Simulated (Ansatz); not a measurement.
Ansatz (an electronic-structure program) input (PBE/6-31G*):

Ansatz 0.2 input:
```yaml
crystal:
  periodic: [false, false, false]
  atoms:
    - {symbol: C, position_ang: [-2.05479400, 0.21347300, -0.00921600]}
    - {symbol: C, position_ang: [-0.80072100, -0.38068300, -0.53436500]}
    - {symbol: B, position_ang: [0.59480900, -0.06953900, -0.00619400]}
    - {symbol: F, position_ang: [0.79010400, 0.78663600, 0.99755800]}
    - {symbol: F, position_ang: [1.68506800, -0.63655300, -0.52049400]}
    - {symbol: H, position_ang: [-1.87478700, 0.90930800, 0.80918400]}
    - {symbol: H, position_ang: [-2.74025900, -0.56680800, 0.34423900]}
    - {symbol: H, position_ang: [-2.59900600, 0.74340200, -0.80082100]}
    - {symbol: H, position_ang: [-0.90345900, -1.08569100, -1.35372800]}
basis:
  gaussian:
    orbitals: 6-31G*
hamiltonian:
  xc: {name: PBE}
magnetization: {spin_polarized: true, initial_magnetization: 1}
output: {forces: true}
```

Output:

```
Functional definition: PBE
integrals: 0.03 GiB planned
903 factors; their error is unknown
mean field: 0.24 GiB planned
mean field evaluation 1: about -8235.8412 eV, gradient 3.8e1 eV
mean field evaluation 2: about -8229.8757 eV, gradient 5.2e1 eV
mean field evaluation 4: about -8241.9671 eV, gradient 1.8e0 eV
mean field evaluation 8: about -8241.9783 eV, gradient 7.6e-2 eV
mean field evaluation 16: about -8241.9149 eV, gradient 8.5e-5 eV
mean field -8241.91485247 eV, -302.8847842578 hartree, gradient 1.7e-5 eV, S^2 0.752490; 0 other end points of the search recorded, 0 dependent functions left out
the calculation of the forces begins
reference -8241.91487254 eV, -302.8847849954 hartree; 20, 19 occupied and 63, 64 virtual orbitals, 903 factors
Total energy: -8241.91487254 eV, -302.8847849954 hartree
Atom 0 at    -2.054794     0.213473    -0.009216 Å, force     0.210029    -0.104901    -0.094122 eV/Å
Atom 1 at    -0.800721    -0.380683    -0.534365 Å, force    -0.018153     0.107123     0.120334 eV/Å
Atom 2 at     0.594809    -0.069539    -0.006194 Å, force    -0.099210    -0.027640    -0.043865 eV/Å
Atom 3 at     0.790104     0.786636     0.997558 Å, force     0.017537     0.354667     0.407984 eV/Å
Atom 4 at     1.685068    -0.636553    -0.520494 Å, force     0.399764    -0.246702    -0.232969 eV/Å
Atom 5 at    -1.874787     0.909308     0.809184 Å, force     0.067667     0.263924     0.310336 eV/Å
Atom 6 at    -2.740259    -0.566808     0.344239 Å, force    -0.278328    -0.261690     0.131684 eV/Å
Atom 7 at    -2.599006     0.743402    -0.800821 Å, force    -0.228926     0.196548    -0.268795 eV/Å
Atom 8 at    -0.903459    -1.085691    -1.353728 Å, force    -0.070379    -0.281329    -0.330587 eV/Å
Dipole moment:    -0.429611    -0.048801    -0.108836 e Å
```

The geometry given is a B3LYP-D3(BJ)/def2-TZVP minimum.
